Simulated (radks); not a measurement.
Task: The mean radii <r> (bohr) of the occupied orbitals of an atom or ion are listed with their occupations. Calculated with a radial shooting solver on a logarithmic mesh with Libxc functionals: non-relativistic Kohn-Sham, SCAN, spin-polarised, spherical densities, point nucleus; meta-GGA in the generalised Kohn-Sham scheme.

| orbital | occ. | <r> |
|---|---|---|
| 1s up | 1 | 0.2709 |
| 1s down | 1 | 0.2694 |
| 2s up | 1 | 1.530 |
| 2p up | 3 | 1.681 |

Name the element and its charge. Open shells, if any, are filled with parallel spins first.

Result: Z = 6, carbon, charge 0: C in [He] 2s1 2p3. The 1s radius gives Z: for a bare nucleus <r> = 1.5/Z, 0.25 bohr for Z = 6, and screening makes it slightly larger (0.2709 here). The occupations add up to 6, and the charge is Z minus that.
